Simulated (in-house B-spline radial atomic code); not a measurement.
Ionisation energies with and without relativity, with size and susceptibility from the Dirac run. Dirac energy differences include first-order Breit, QED and recoil terms. NIST's values go from ground level to ground level; the uncertainty of those that are theory runs from under 0.1 % in few-electron ions to several per cent in heavy many-electron ones. Computed with a B-spline radial code for spherical atoms: non-relativistic Hartree-Fock and Dirac-Hartree-Fock, averages of the configuration (point nuclei without relativity, finite nuclei with it).

| ion | configuration | configuration after | ionisation non-relativistic (eV) | ionisation Dirac Breit and QED (eV) | tabulated value (eV) | tabulated kind | radius at density 0.001 (bohr) | diamagnetic susceptibility (10⁻⁶ cm³/mol) |
| --- | --- | --- | --- | --- | --- | --- | --- | --- |
| Rb2+ | [Ar] 3d10 4s2 4p5 | [Ar] 3d10 4s2 4p4 | 39.04 | 39.10 | 39.247 | semi-empirical | 3.411 | -20.752 |
| Sr2+ | [Ar] 3d10 4s2 4p6 | [Ar] 3d10 4s2 4p5 | 42.13 | 42.22 | 42.88353 | measured | 3.332 | -20.846 |
| Zr2+ | [Kr] 4d2 | [Kr] 4d1 | 21.86 | 21.53 | 23.17 | semi-empirical | 3.635 | -24.048 |
| Nb2+ | [Kr] 4d3 | [Kr] 4d2 | 23.77 | 23.41 | 25.04 | semi-empirical | 3.622 | -24.513 |
| Mo2+ | [Kr] 4d4 | [Kr] 4d3 | 25.65 | 25.26 | 27.13 | semi-empirical | 3.575 | -24.65 |
| Tc2+ | [Kr] 4d5 | [Kr] 4d4 | ? | ? | ? | semi-empirical | ? | ? |
| Ru2+ | [Kr] 4d6 | [Kr] 4d5 | 29.34 | 28.90 | 28.47 | semi-empirical | 3.448 | -24.399 |
| Rh2+ | [Kr] 4d7 | [Kr] 4d6 | 31.18 | 30.70 | 31.06 | semi-empirical | 3.38 | -24.129 |
| Pd2+ | [Kr] 4d8 | [Kr] 4d7 | 33.01 | 32.50 | 32.93 | semi-empirical | 3.313 | -23.807 |
| Ag2+ | [Kr] 4d9 | [Kr] 4d8 | 34.85 | 34.30 | 34.8 | semi-empirical | 3.248 | -23.452 |
| Cd2+ | [Kr] 4d10 | [Kr] 4d9 | ? | ? | ? | measured | ? | ? |
| In2+ | [Kr] 4d10 5s1 | [Kr] 4d10 | ? | ? | ? | measured | ? | ? |
| Sn2+ | [Kr] 4d10 5s2 | [Kr] 4d10 5s1 | 27.44 | 28.52 | 30.506 | measured | 3.751 | -27.59 |
| Sb2+ | [Kr] 4d10 5s2 5p1 | [Kr] 4d10 5s2 | 23.92 | 24.04 | 25.3235 | measured | 3.927 | -30.346 |
| Te2+ | [Kr] 4d10 5s2 5p2 | [Kr] 4d10 5s2 5p1 | 26.14 | 26.27 | 27.84 | measured | 3.963 | -32.205 |
| I2+ | [Kr] 4d10 5s2 5p3 | [Kr] 4d10 5s2 5p2 | 28.38 | 28.53 | 29.57 | measured | 3.938 | -33.456 |
| Xe2+ | [Kr] 4d10 5s2 5p4 | [Kr] 4d10 5s2 5p3 | 30.67 | 30.84 | 31.05 | semi-empirical | 3.886 | -34.281 |

(1) Fill in the row of Tc2+.

(2) Fill in the row of Cd2+.

(3) Fill in the row of In2+.

Answers

(1) ionisation non-relativistic (eV): 27.50; ionisation Dirac Breit and QED (eV): 27.09; tabulated value (eV): 29.55; radius at density 0.001 (bohr): 3.514; diamagnetic susceptibility (10⁻⁶ cm³/mol): -24.587.

(2) ionisation non-relativistic (eV): 36.69; ionisation Dirac Breit and QED (eV): 36.10; tabulated value (eV): 37.468; radius at density 0.001 (bohr): 3.186; diamagnetic susceptibility (10⁻⁶ cm³/mol): -23.077.

(3) ionisation non-relativistic (eV): 25.55; ionisation Dirac Breit and QED (eV): 26.59; tabulated value (eV): 28.04415; radius at density 0.001 (bohr): 3.601; diamagnetic susceptibility (10⁻⁶ cm³/mol): -25.648.
